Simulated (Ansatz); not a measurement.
Cartesian coordinates in Å:
```
C 0.473 0.433 -1.564
O 0.996 -0.010 -0.326
Si 0.181 -0.166 1.053
F 1.256 -0.503 2.160
S -1.249 -1.703 0.853
Cl -0.713 1.577 1.619
H -0.385 -0.173 -1.871
H 1.262 0.335 -2.309
H 0.166 1.480 -1.502
H -1.987 -1.270 1.888
```

Total charge 0; spin multiplicity 1.

(1) List the B3LYP/def2-TZVPP orbital energies in eV (Ansatz 0.2.0). (Estimate.)

## Answers

(1) Computed: Occupied: -2762.79, -2418.29, -1801.66, -671.83, -521.25, -278.64, -257.56, -216.33, -196.57, -196.44, -196.44, -160.89, -160.81, -160.69, -145.89, -101.25, -101.22, -101.21, -32.90, -28.51, -23.02, -20.57, -19.43, -15.40, -13.96, -13.27, -13.27, -12.63, -12.31, -11.92, -11.61, -10.22, -9.73, -9.41, -9.07, -8.80, -7.82. Lowest empty: -0.28, 0.27, 0.96, 1.28, 1.63, 2.04, 2.71, 3.03.

B3LYP here is the variant with VWN-RPA as its local correlation; programs differ in this.
